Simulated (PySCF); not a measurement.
Stepwise substitution at one centre (B CH3-I). Isolated molecules, 0 K electronic values unless said otherwise. Strings in code marks are SMILES.

These are TPSSh-D3(BJ)/def2-TZVP // PBE0-D3(BJ)/def2-TZVP in PySCF values and carry that method's errors. Delta-SCF ions had no search for a lower state. 

```json
[
 {"species": "0 of 3 CH3 replaced by I", "HOMO (eV)": "-7.76", "vertical ionisation energy (Delta-SCF) (eV)": "10.43"},
 {"species": "1 of 3 CH3 replaced by I", "HOMO (eV)": "-6.62", "vertical ionisation energy (Delta-SCF) (eV)": "9.32"},
 {"species": "2 of 3 CH3 replaced by I (`CB(I)I`)", "HOMO (eV)": "?", "vertical ionisation energy (Delta-SCF) (eV)": "?"},
 {"species": "3 of 3 CH3 replaced by I (`B(I)(I)I`)", "HOMO (eV)": "-6.80", "vertical ionisation energy (Delta-SCF) (eV)": "8.96"}
]
```

What belongs in the gaps?


- 2 of 3 CH3 replaced by I (`CB(I)I`), HOMO (eV): -6.77
- 2 of 3 CH3 replaced by I (`CB(I)I`), vertical ionisation energy (Delta-SCF) (eV): 9.14
